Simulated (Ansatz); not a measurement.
Start from `[Br][GeH2][Br]` and change one element to get `BrCBr`.

Ansatz, PBE0-D4/def2-TZVP geometries, multiplicity 1. 

Scalar relativity is left out up to krypton.

```
                                                                                  property  `[Br][GeH2][Br]`
                                                   HOMO–LUMO gap (ωB97M-V/def2-TZVPP) / eV             11.35
                                            size of the dipole moment (PBE/def2-TZVPP) / D              1.59
ideal-gas entropy at 298 K and 1 bar (rigid rotor, harmonic PBE0-D4/def2-TZVP) / J/(mol·K)               324
                                                     HOMO energy (ωB97M-V/def2-TZVPP) / eV            -10.69
                                                       HOMO–LUMO gap (PBE/def2-TZVPP) / eV              5.06
                                        size of the dipole moment (ωB97M-V/def2-TZVPP) / D              1.76
```

Q: What does the change do to each property? (Estimate.)

A: The calculation gave: 
| property | `BrCBr` | shift |
| --- | --- | --- |
| HOMO–LUMO gap (ωB97M-V/def2-TZVPP) / eV | 11.49 | 0.14 |
| size of the dipole moment (PBE/def2-TZVPP) / D | 1.43 | -0.16 |
| ideal-gas entropy at 298 K and 1 bar (rigid rotor, harmonic PBE0-D4/def2-TZVP) / J/(mol·K) | 293 | -31 |
| HOMO energy (ωB97M-V/def2-TZVPP) / eV | -10.36 | 0.33 |
| HOMO–LUMO gap (PBE/def2-TZVPP) / eV | 4.97 | -0.09 |
| size of the dipole moment (ωB97M-V/def2-TZVPP) / D | 1.50 | -0.26 |

Dipoles are sizes alone; their direction can turn.

Spin–orbit coupling is left out; it splits and shifts lone-pair levels of the heavy atoms by tenths of an eV.
